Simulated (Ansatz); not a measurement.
Molecule: sum formula ScO2H2, net charge 0, doublet state. The spin state was set by rule; other spins were not relaxed. 
Structure (B3LYP-D3(BJ)/def2-TZVP (Ansatz, a quantum-chemistry and plane-wave program) minimum search):
```xyz
5

Sc     0.2748    -0.1035     0.2705
O      0.9416     0.3063    -1.4193
H      0.9902     0.5606    -2.3392
O     -1.4826    -0.1027     0.8868
H     -2.4338    -0.0171     0.9182
```
Charge 0, spin multiplicity 2.

Total electronic energies in hartree. Correlated levels leave the core frozen unless marked. UHF or UKS for open shells. Spin-orbit coupling is left out. The frozen core is the preceding noble-gas configuration, with the filled d and f shells of earlier blocks. No relativistic terms. Basis-set limits of correlation are two-point, X^-3; Hartree-Fock from the larger set. The bracket is a focal-point correction in the basis named.

```tsv
level	program	energy (Eh)
RI-HF/def2-QZVPP	Ansatz	-910.85942
PBE-D3(BJ)/def2-TZVPD	Ansatz + dftd3	-912.14707
wB97X/def2-TZVPD	Ansatz	-912.47128
PBE-QIDH/def2-TZVPD	Ansatz	-911.95401
RPA@PBE/def2-TZVPP	Ansatz	-911.65502
RI-MP2/def2-QZVPP	Ansatz	-911.45783
SCS-MP2/def2-SVPD	Ansatz	-911.01050
RI-MP2/CBS(def2-TZVPP,def2-QZVPP)+[CCSD(T)-MP2]/def2-SVP	Ansatz	-911.5097
RI-MP2/CBS(def2-TZVPPD,def2-QZVPPD)+[CCSD(T)-MP2]/def2-TZVPPD	Ansatz	-911.5109
```

Totals of different functionals don't rank their quality; only differences between species are comparable.
